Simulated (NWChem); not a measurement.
System: C3H4BFO; SMILES C1B(F)OCC=1

Excerpt of the output:

```
             Northwest Computational Chemistry Package (NWChem) 7.3.0
             --------------------------------------------------------

                             Geometry "geometry" -> ""
                             -------------------------

 Output coordinates in angstroms (scale by  1.889725989 to convert to a.u.)

  No.       Tag          Charge          X              Y              Z
 ---- ---------------- ---------- -------------- -------------- --------------
    1 F                    9.0000     0.06660100    -2.11485000     0.00000000
    2 B                    5.0000     0.07327200    -0.78496800     0.00000000
    3 C                    6.0000     1.26989900     0.20486300     0.00000000
    4 C                    6.0000     0.69338400     1.41980700     0.00000000
    5 C                    6.0000    -0.80904900     1.30747800     0.00000000
    6 O                    8.0000    -1.10879100    -0.08968000     0.00000000
    7 H                    1.0000     2.34131900     0.03662900     0.00000000
    8 H                    1.0000     1.18601700     2.38985900     0.00000000
    9 H                    1.0000    -1.26431200     1.77051400    -0.88575900
   10 H                    1.0000    -1.26431200     1.77051400     0.88575900

 Effective nuclear repulsion energy (a.u.)     212.8569645102

  xc_inp: hfexch multiplicative factor not found.

                                 NWChem DFT Module
                                 -----------------

 Summary of "ao basis" -> "ao basis" (spherical)
 ------------------------------------------------------------------------------
       Tag                 Description            Shells   Functions and Types
 ---------------- ------------------------------  ------  ---------------------
 F                           6-31g*                  6       14   3s2p1d
 B                           6-31g*                  6       14   3s2p1d
 C                           6-31g*                  6       14   3s2p1d
 O                           6-31g*                  6       14   3s2p1d
 H                           6-31g*                  2        2   2s

            General Information
            -------------------
          SCF calculation type: DFT
          Wavefunction type:  closed shell.
          No. of atoms     :    10
          No. of electrons :    44
           Alpha electrons :    22
            Beta electrons :    22
          Charge           :     0
          Spin multiplicity:     1
          Use of symmetry is: off; symmetry adaption is: off
          Maximum number of iterations: 150
          AO basis - number of functions:    92
                     number of shells:    44
          Convergence on energy requested:  1.00D-06
          Convergence on density requested:  1.00D-05
          Convergence on gradient requested:  5.00D-04

              XC Information
              --------------
                     Hartree-Fock (Exact) Exchange  1.000

      Superposition of Atomic Density Guess
      -------------------------------------

 Sum of atomic energies:        -313.62646535

      Non-variational initial energy
      ------------------------------

 Total energy =    -316.750603
 1-e energy   =    -851.053982
 2-e energy   =     321.446414
 HOMO         =      -0.313536
 LUMO         =      -0.000980

     ---------------------------------------------
      Total Density - Mulliken Population Analysis
     ---------------------------------------------

    Atom       Charge   Shell Charges
 -----------   ------   -------------------------------------------------------
    1 F    9     9.48   2.00  0.95  3.45  0.98  2.09  0.01
    2 B    5     4.04   2.00  0.53  0.99  0.27  0.13  0.13
    3 C    6     6.51   2.00  0.74  2.02  0.62  1.11  0.03
    4 C    6     6.11   2.00  0.74  1.84  0.57  0.93  0.04
    5 C    6     5.99   2.00  0.70  1.78  0.57  0.89  0.06
    6 O    8     8.73   2.00  0.93  3.07  0.89  1.83  0.02
    7 H    1     0.78   0.46  0.31
    8 H    1     0.78   0.46  0.32
    9 H    1     0.79   0.47  0.32
   10 H    1     0.79   0.47  0.32

   convergence    iter        energy       DeltaE   RMS-Dens  Diis-err
 ---------------- ----- ----------------- --------- --------- ---------
 d= 0,ls=0.0,diis     1   -314.9251597404 -5.28D+02  6.76D-03  6.86D-01
 d= 0,ls=0.0,diis     2   -315.0009956518 -7.58D-02  2.36D-03  1.66D-01
 d= 0,ls=0.0,diis     3   -315.0164332116 -1.54D-02  9.44D-04  9.12D-03
 d= 0,ls=0.0,diis     4   -315.0177968553 -1.36D-03  1.95D-04  2.99D-04
 d= 0,ls=0.0,diis     5   -315.0178456252 -4.88D-05  6.47D-05  3.18D-05
  Resetting Diis
 d= 0,ls=0.0,diis     6   -315.0178515944 -5.97D-06  2.69D-05  3.33D-06
 d= 0,ls=0.0,diis     7   -315.0178524861 -8.92D-07  8.42D-06  4.40D-07

         Total DFT energy =     -315.017852486083
      One electron energy =     -854.555288586827
           Coulomb energy =      366.012504503086
    Exchange-Corr. energy =      -39.332032912576
 Nuclear repulsion energy =      212.856964510234

 Numeric. integr. density =        0.000000000000

                       DFT Final Molecular Orbital Analysis
                       ------------------------------------

 Vector   20  Occ=2.000000D+00  E=-4.948237D-01
              MO Center=  5.2D-01, -8.4D-02,  2.3D-15, r^2= 2.5D+00
   Bfn.  Coefficient  Atom+Function         Bfn.  Coefficient  Atom+Function
  ----- ------------  ---------------      ----- ------------  ---------------
    32     -0.294349   3 C  py               73     -0.290878   6 O  px
    17      0.277788   2 B  px               31     -0.252055   3 C  px
    77     -0.205640   6 O  px                3     -0.197236   1 F  px
    34      0.179662   3 C  s                36     -0.168486   3 C  py
    46      0.163904   4 C  py               35     -0.154547   3 C  px

 Vector   21  Occ=2.000000D+00  E=-4.773898D-01
              MO Center= -9.8D-01,  3.7D-01,  7.0D-15, r^2= 1.8D+00
   Bfn.  Coefficient  Atom+Function         Bfn.  Coefficient  Atom+Function
  ----- ------------  ---------------      ----- ------------  ---------------
    75      0.511310   6 O  pz               79      0.417952   6 O  pz
    61     -0.240405   5 C  pz               90      0.157262   9 H  s
    92     -0.157262  10 H  s                89      0.154132   9 H  s
    91     -0.154132  10 H  s                 5     -0.117968   1 F  pz
    19      0.108976   2 B  pz               65     -0.105458   5 C  pz

 Vector   22  Occ=2.000000D+00  E=-3.858582D-01
              MO Center=  8.3D-01,  7.3D-01,  1.2D-15, r^2= 1.9D+00
   Bfn.  Coefficient  Atom+Function         Bfn.  Coefficient  Atom+Function
  ----- ------------  ---------------      ----- ------------  ---------------
    33      0.368888   3 C  pz               47      0.342359   4 C  pz
    37      0.308341   3 C  pz               51      0.285126   4 C  pz
    61     -0.101478   5 C  pz               90      0.096897   9 H  s
    92     -0.096897  10 H  s                75     -0.079725   6 O  pz
    89      0.075685   9 H  s                91     -0.075685  10 H  s

 Vector   23  Occ=0.000000D+00  E= 1.222517D-01
              MO Center=  5.7D-01,  5.2D-01, -3.7D-15, r^2= 3.0D+00
   Bfn.  Coefficient  Atom+Function         Bfn.  Coefficient  Atom+Function
  ----- ------------  ---------------      ----- ------------  ---------------
    51      0.611126   4 C  pz               37     -0.449493   3 C  pz
    47      0.352395   4 C  pz               23     -0.319082   2 B  pz
    90      0.248063   9 H  s                92     -0.248063  10 H  s
    19     -0.232571   2 B  pz               33     -0.231655   3 C  pz
    79      0.164004   6 O  pz                9      0.130445   1 F  pz

 Vector   24  Occ=0.000000D+00  E= 2.485498D-01
              MO Center= -1.7D-01,  1.7D+00,  3.5D-13, r^2= 5.4D+00
   Bfn.  Coefficient  Atom+Function         Bfn.  Coefficient  Atom+Function
  ----- ------------  ---------------      ----- ------------  ---------------
    62      1.741762   5 C  s                90     -1.116954   9 H  s
    92     -1.116954  10 H  s                88     -1.071571   8 H  s
    34      0.688452   3 C  s                86     -0.626528   7 H  s
    64      0.499417   5 C  py               50      0.475823   4 C  py
    48      0.461941   4 C  s                49      0.425071   4 C  px

 Vector   25  Occ=0.000000D+00  E= 2.749445D-01
              MO Center=  5.6D-01,  1.8D+00, -1.0D-13, r^2= 5.6D+00
   Bfn.  Coefficient  Atom+Function         Bfn.  Coefficient  Atom+Function
  ----- ------------  ---------------      ----- ------------  ---------------
    88      1.536895   8 H  s                62      1.459065   5 C  s
    48     -1.220780   4 C  s                86      0.992820   7 H  s
    90     -0.937571   9 H  s                92     -0.937571  10 H  s
    50     -0.817041   4 C  py               35     -0.621767   3 C  px
    20     -0.604663   2 B  s                64      0.564825   5 C  py

     ---------------------------------------------
      Total Density - Mulliken Population Analysis
     ---------------------------------------------

    Atom       Charge   Shell Charges
 -----------   ------   -------------------------------------------------------
    1 F    9     9.40   2.00  0.93  3.31  1.02  2.13  0.01
    2 B    5     4.14   2.00  0.50  1.25  0.12  0.11  0.16
    3 C    6     6.42   2.00  0.66  2.00  0.61  1.12  0.04
    4 C    6     6.20   2.00  0.68  1.95  0.55  0.97  0.05
    5 C    6     6.00   2.00  0.66  1.97  0.55  0.76  0.08
    6 O    8     8.63   2.00  0.89  2.90  0.95  1.86  0.03
    7 H    1     0.79   0.52  0.28
    8 H    1     0.79   0.52  0.27
    9 H    1     0.81   0.53  0.28
   10 H    1     0.81   0.53  0.28

     -------------------------------------------
      Total Density - Lowdin Population Analysis
     -------------------------------------------

    Atom       Charge   Shell Charges
 -----------   ------   -------------------------------------------------------
    1 F    9     9.08   1.99  0.90  3.18  0.78  2.20  0.02
    2 B    5     4.92   1.98  0.41  1.17  0.29  0.68  0.40
    3 C    6     6.23   1.99  0.53  1.83  0.43  1.38  0.07
    4 C    6     6.09   1.99  0.54  1.78  0.41  1.28  0.09
    5 C    6     6.04   1.99  0.53  1.79  0.40  1.19  0.15
    6 O    8     8.19   1.99  0.82  2.77  0.63  1.94  0.05
    7 H    1     0.85   0.49  0.36
    8 H    1     0.86   0.49  0.36
    9 H    1     0.87   0.51  0.36
   10 H    1     0.87   0.51  0.36

     Multipole analysis of the density
     ---------------------------------

     L   x y z        total         alpha         beta         nuclear
     -   - - -        -----         -----         ----         -------
     0   0 0 0     -0.000000    -22.000000    -22.000000     44.000000

     1   1 0 0      0.449323      0.206183      0.206183      0.036957
     1   0 1 0      1.247882      0.733097      0.733097     -0.218312
     1   0 0 1     -0.000000     -0.000000     -0.000000      0.000000

     2   2 0 0    -25.270583    -77.763285    -77.763285    130.255986
     2   1 1 0     -1.081938      1.593925      1.593925     -4.269788
     2   1 0 1      0.000000      0.000000      0.000000      0.000000
     2   0 2 0    -24.546005   -151.517108   -151.517108    278.488211
     2   0 1 1     -0.000000     -0.000000     -0.000000      0.000000
     2   0 0 2    -24.768571    -15.186032    -15.186032      5.603493

                     NWChem Electrostatic Potential Fit Module
                     -----------------------------------------

 Atom parameters

 Number of atoms is                                   10
 Number of basis functions is                         92

 Grid parameters

 Maximum number of grid points is                  39045
 Number of grid points is                          39044
 Grid range                                     0.300000 nm
 Grid spacing                                   0.020000 nm
 Probe radius                                   0.070000 nm
 Atom radius factor                             1.000000

 Atomic radii

    1    0.100000
    5    0.158000
    6    0.147000
    8    0.136000
    9    0.128000
 FASTESP  F
  using M.O. file = ./job.movecs

    Atom              Coordinates                           Charge

                                                  ESP

    1 F     0.006660   -0.211485    0.000000   -0.371801
    2 B     0.007327   -0.078497    0.000000    0.873762
    3 C     0.126990    0.020486    0.000000   -0.487435
    4 C     0.069338    0.141981    0.000000   -0.105993
    5 C    -0.080905    0.130748    0.000000    0.358363
    6 O    -0.110879   -0.008968    0.000000   -0.575416
    7 H     0.234132    0.003663    0.000000    0.178289
    8 H     0.118602    0.238986    0.000000    0.119553
    9 H    -0.126431    0.177051   -0.088576    0.005529
   10 H    -0.126431    0.177051    0.088576    0.005150
                                            ------------
                                                0.000000

 Dipole moment                                  1.365537

 Quadrupole moment Qxx                         -2.163181
                   Qyy                          2.023612
                   Qzz                          0.139568

 RMS deviation kJ/mol                           0.053602

 RRMS %                                        21.678215
```

Level: Hartree-Fock/6-31G* (spherical d). The geometry was optimised at B3LYP/6-31G* (spherical d).

Write an input that gives this output.

Several could match; the one computed here: the input that was run:
```
start job
memory heap 200 mb stack 900 mb global 1100 mb
geometry units angstroms noautosym nocenter noautoz
  F      0.066601    -2.114850     0.000000
  B      0.073272    -0.784968     0.000000
  C      1.269899     0.204863     0.000000
  C      0.693384     1.419807     0.000000
  C     -0.809049     1.307478     0.000000
  O     -1.108791    -0.089680     0.000000
  H      2.341319     0.036629     0.000000
  H      1.186017     2.389859     0.000000
  H     -1.264312     1.770514    -0.885759
  H     -1.264312     1.770514     0.885759
end
basis spherical
  * library 6-31g*
end
dft
  xc hfexch
  iterations 150
  mulliken
end
task dft energy
esp
  recalculate
  probe 0.07
  range 0.3
  factor 1.0
  spacing 0.02
end
task esp
```
